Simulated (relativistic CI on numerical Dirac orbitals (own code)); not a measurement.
**What each ingredient does to the levels of Tb¹²⁺**

Base calculation: Dirac-Coulomb-Breit CI, orbitals from a KLI potential per configuration, model QED (radiative potential, 1s self-energy scaled to tabulated hydrogen-like ionisation energies), unscaled Slater integrals.

CI space (outside the closed core [Kr] 4d10): 4f⁵5s², 4f⁷, 4f⁶5s, 4f⁴5s²5p, 4f⁵5s5p, 4f⁴5s²5d, 4f³5s²5p6s, 4f⁴5s²6s, 4f⁴5s²7s, 4f⁴5s6s², 4f³5s²6s², 4f²5s²5p6s², 4f³5s5p6s², 4f²5s²5d6s², 4f²5s²6s²7s. Double excitations out of closed p, d and f shells are left out; levels of such configurations are missing from the list, as are those of other unlisted configurations, and high levels can miss mixing partners.

Variants: (1) QED terms removed; (2) non-relativistic limit. Shifts of the energy above 4f⁵5s² ⁶H°5/2, in cm⁻¹, for the lowest level and the first level of each name with at least 55 % of one term (blank where a level changes its place among those of its configuration and J or its character, or is not in the variant):

```csv
Level,Base,Δ(1),Δ(2)
4f⁵5s² ⁶H°5/2,0.0,0.0,0.0
4f⁵5s² ⁶H°7/2,1921.8,-12.1,-1921.8
4f⁵5s² ⁶H°9/2,4127.7,-24.7,-4127.7
4f⁵5s² ⁶H°11/2,6510.5,-36.7,-6510.5
4f⁵5s² ⁶H°13/2,8991.2,-47.7,-8991.2
4f⁵5s² ⁶H°15/2,11502.6,-57.3,-11502.6
4f⁵5s² ⁶F°1/2,11524.9,-15.2,-2535.1
4f⁵5s² ⁶F°3/2,11907.9,-15.1,-2918.0
4f⁵5s² ⁶F°5/2,12754.6,-17.4,-3764.7
4f⁵5s² ⁶F°7/2,14348.7,-26.7,-5358.9
4f⁵5s² ⁶F°9/2,16532.9,-39.2,-7543.1
4f⁵5s² ⁶F°11/2,19084.7,-52.2,-10094.8
4f⁵5s² ⁴F°3/2,30685.5,-8.0,
4f⁵5s² ⁴M°15/2,31855.7,-3.4,
4f⁵5s² ⁴G°7/2,33286.0,-17.3,
4f⁵5s² ⁴I°9/2,33680.9,-18.7,
4f⁵5s² ⁴I°11/2,34371.8,-18.0,
4f⁵5s² ⁴M°17/2,35066.5,-25.7,
4f⁵5s² ⁴M°19/2,37738.1,-40.7,
4f⁵5s² ⁴G°9/2,38054.5,-36.9,
4f⁵5s² ⁴M°21/2,39853.2,-49.6,
4f⁵5s² ⁴L°13/2,40510.9,-34.8,
```

At this charge energies of transitions that change n are usually good to better than 1 %, and those within a shell (Δn = 0) to a few per cent. Terms inside the open d or f shell come out 10 to 20 % too wide with unscaled integrals. Levels and lines within the n = 5 or 6 shells can be off by up to 10 % or somewhat more, and those that change n by about 2 %, since core polarisation is missing.

Ionisation energy from the two ground configurations alone: base 235.574 eV. The NIST ASD value (theoretical) is 250 eV. The gap of more than 2 % comes from missing correlation, or from a tabulated value that is itself an estimate.

LS names give the leading component of a level, which can be under half, so a name can repeat, a term be missing and a line seem to break the LS rules.
